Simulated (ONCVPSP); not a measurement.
**Transferability test, ONCV potential for O**

ONCVPSP 4.0.1 input, shortened (lines: element, Z, core and valence counts, functional; n l f; lmax; l rc ep ncon nbas qcut; lloc lpopt rc5 dvloc0; l nproj debl; icmod fcfact rcfact), PBE, scalar-relativistic:

```
  O 8.00    1    2        4      upf
    1    0    2.00
    2    0    2.00
    2    1    2.00
    2
    0    0.85    0.00    3    6    9.10
    1    1.70    0.00    4    8    9.70
    2    1.70    0.13    5    8    6.30
    4    5    0.70    1.00
    0    1    3.90
    1    2    1.10
    2    2    0.40
    1    0.50    0.00
```

In the p channel the program set the typed energies aside and used -1.589, 0.250 Ha.

Energies are relative to the spin-unpolarised reference configuration 2s2 2p2; without spin polarisation the order of configurations can differ from experiment.

(1) Give the all-electron excitation energy and the error of the potential for: 2s2 2p4; 2s2 2p3; 2s2 2p1; 2s0 2p6.

## Answers

(1)

| valence configuration | charge | ΔE all-electron (eV) | error AE − PS (meV) |
| --- | --- | --- | --- |
| 2s2 2p4 | 0 | -50.017 | +310 |
| 2s2 2p3 | +1 | -33.586 | +129 |
| 2s2 2p1 | +3 | 53.869 | +278 |
| 2s0 2p6 | 0 | -20.080 | +819 |
